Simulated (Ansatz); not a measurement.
`C[Si](N)(O)S` + CH₃OH → `CO[Si](C)(N)O` + H₂S  (ligand exchange at the Si–S bond)

Calculated with Ansatz (gas phase, PBE0-D4/def2-TZVP geometries, no zero-point term in ΔE). CBS: MP2 limit from def2 TZ/QZ plus the TZ coupled-cluster correction, frozen cores. This one scheme is used for every species. Functionals use def2-TZVPP. B3LYP here is the variant with VWN-RPA as its local correlation; programs differ in this. One conformer a species, not always the lowest.

`C[Si](N)(O)S`:

Z-matrix (Å, degrees):
```
C
Si 1 1.858
H 1 1.094 2 110.9
H 1 1.093 2 111.6 3 -120.9
H 1 1.092 2 109.8 3 119.5
N 2 1.711 1 107.3 3 54.3
O 2 1.645 1 112.7 3 -67.6
S 2 2.143 1 111.9 3 -179.6
H 6 1.007 2 121.2 1 162.9
H 6 1.006 2 120.4 1 14.1
H 7 0.959 2 115.0 1 92.0
H 8 1.343 2 93.6 1 -58.1
```

CH₃OH:

Cartesian coordinates in Å:
```
C -0.315 0.018 -0.165
O 1.088 -0.054 -0.051
H -0.548 0.049 -1.230
H -0.726 0.924 0.299
H -0.816 -0.856 0.268
H 1.317 -0.080 0.880
```

`CO[Si](C)(N)O`:

Cartesian coordinates in Å:
```
C 1.653 -0.130 1.303
O 1.049 -0.823 0.239
Si -0.404 -0.405 -0.413
C -0.337 1.264 -1.224
N -1.618 -0.350 0.782
O -0.679 -1.608 -1.499
H 2.452 -0.751 1.713
H 2.093 0.815 0.964
H 0.934 0.087 2.100
H -1.272 1.489 -1.742
H -0.152 2.058 -0.497
H 0.466 1.292 -1.964
H -2.320 0.370 0.765
H -1.960 -1.190 1.220
H 0.093 -2.118 -1.747
```

H₂S:

Cartesian coordinates in Å:
```
S -0.532 -0.246 0.201
H 0.496 -0.717 -0.521
H 0.035 0.963 0.320
```

(1) Is it downhill or uphill in electronic energy at CCSD(T)/CBS, and by how much? (Best estimate.)

(2) What do these levels give: PBE-D4, r2SCAN-D4, B3LYP-D4, r2SCAN, PBE0, HF/def2-TZVPP, MP2/def2-TZVPP, SCS-MP2/def2-TZVPP, HF/def2-QZVPP, MP2/def2-QZVPP, HF/CBS(def2), MP2/CBS(def2)? (Best estimate.)

Largest T1 diagnostic among the species: 0.011.

Answers

(1) Ansatz gave: Downhill: ΔE = -50.6 kJ/mol.

(2) The calculation gave: PBE-D4 -38.3, r2SCAN-D4 -49.2, B3LYP-D4 -53.2, r2SCAN -48.5, PBE0 -41.3, HF/def2-TZVPP -63.9, MP2/def2-TZVPP -50.7, SCS-MP2/def2-TZVPP -54.4, HF/def2-QZVPP -64.9, MP2/def2-QZVPP -48.6, HF/CBS(def2) -65.1, MP2/CBS(def2) -46.3 kJ/mol.

In def2-TZVPP, CCSD(T) changes the Hartree–Fock value by +8.9 kJ/mol (the triples alone add +2.3 kJ/mol) and MP2 by +13.2 kJ/mol. From PBE to PBE0 (25 % exact exchange), in def2-TZVPP and without D4, ΔE moves by −3.6 kJ/mol.
